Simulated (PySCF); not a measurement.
C4H6BF.
Numbering: `[CH2:1]=[CH:2]/[CH:3]=[CH:4]\[BH:5][F:6]` (hydrogens: H7, H8 on C1; H9 on C2; H10 on C3; H11 on C4; H12 on B5)

Torsions of this conformer, `[CH2:1]=[CH:2]/[CH:3]=[CH:4]\[BH:5][F:6]`: C1–C2–C3–C4 179°, C3–C4–B5–F6 -178°.

The closed-shell ground state was solved at several levels (PySCF, density fitting, gas phase, non-relativistic). Geometry: PBE0-D3(BJ)/def2-SVP, one conformer, isolated molecule.

```tsv
level	basis functions	total energy (Eh)	HOMO (eV)	LUMO (eV)	gap (eV)	dipole (D)
KT2/pcSseg-2	300	-285.4225	-6.36	-2.97	3.39	2.41
PBE0/cc-pVTZ	264	-280.5158	-7.27	-2.05	5.22	2.37
PBE0/pcSseg-2	300	-280.5248	-7.32	-2.12	5.20	2.43
PBE0/cc-pVDZ	114	-280.4309	-7.17	-1.94	5.23	2.28
PBE0/def2-TZVP	222	-280.5245	-7.29	-2.08	5.21	2.39
HF/pcSseg-2	300	-279.2092	-9.24	1.48	10.72	2.67
PBE/pcSseg-2	300	-280.5062	-6.39	-3.01	3.38	2.33
```

(1) What might B97-2/pcSseg-2 (300 basis functions) give for the same quantities?

(2) How much does the basis alone move the frontier levels among the 4 PBE0 rows?

(3) In the pcSseg-2 basis, how does the gap go with the fixed share of exact exchange?

(4) How far do the dipole and the HOMO energy spread over the levels?

Results:

(1) Total energy -280.7567 Eh, HOMO -7.07 eV, LUMO -2.13 eV, gap 4.94 eV, dipole 2.42 D.

(2) The HOMO by 0.15 eV and the LUMO by 0.18 eV. By rising basis size (HOMO, LUMO in eV): cc-pVDZ -7.17, -1.94; def2-TZVP -7.29, -2.08; cc-pVTZ -7.27, -2.05; pcSseg-2 -7.32, -2.12.

(3) PBE (0 %) 3.38 eV; KT2 (0 %) 3.39 eV; B97-2 (21 %) 4.94 eV; PBE0 (25 %) 5.20 eV; HF (100 %) 10.72 eV. Each rise in the share widens the gap here.

(4) The dipole runs from 2.28 to 2.67 D (mean 2.41 D) and the HOMO from -9.24 to -6.36 eV.
